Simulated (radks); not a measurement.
Tl39+, 42 electrons, occupied as [Kr] 4d6. Calculated with a radial shooting solver on a logarithmic mesh with Libxc functionals: scalar-relativistic Kohn-Sham, PBE, spin-unpolarised, spherical densities, point nucleus.

Radial electron density D(r) = 4 pi r^2 rho(r):

r (bohr),D(r) (e/bohr)
0.001624,23.17
0.001831,27.17
0.002064,31.73
0.002327,36.87
0.002624,42.61
0.002958,48.93
0.003336,55.81
0.003761,63.15
0.004274,71.36
0.004819,79.21
0.005434,86.96
0.006127,94.31
0.006908,100.9
0.007788,106.4
0.008781,110.4
0.009901,112.7
0.01116,113.1
0.01259,111.7
0.01419,108.9
0.016,105.4
0.01804,102.2
0.02034,100.4
0.02293,101.3
0.02586,105.5
0.02916,113.4
0.03287,124.1
0.03706,135.9
0.04179,146.2
0.04712,152.4
0.05312,152.4
0.0599,146.2
0.06753,135.7
0.07614,124.9
0.08585,118.4
0.0968,119.1
0.1091,126.2
0.1231,135.2
0.1387,138.8
0.1564,131.5
0.1764,112.9
0.2005,86.73
0.226,65.65
0.2548,54.54
0.2873,53.36
0.324,56.05
0.3653,55.15
0.4118,47.06
0.4643,33.69
0.5236,19.90
0.5903,9.573
0.6656,3.694
0.7504,1.121
0.8461,0.2606
0.954,0.04514
1.076,0.005640
1.213,0.0004903

D(r) has 4 maxima, at r = 0.0108, 0.0502, 0.137, 0.340 bohr, and minima at 0.0208, 0.0901, 0.274 bohr, inside which lie 1.87, 10.99, 29.18 electrons.
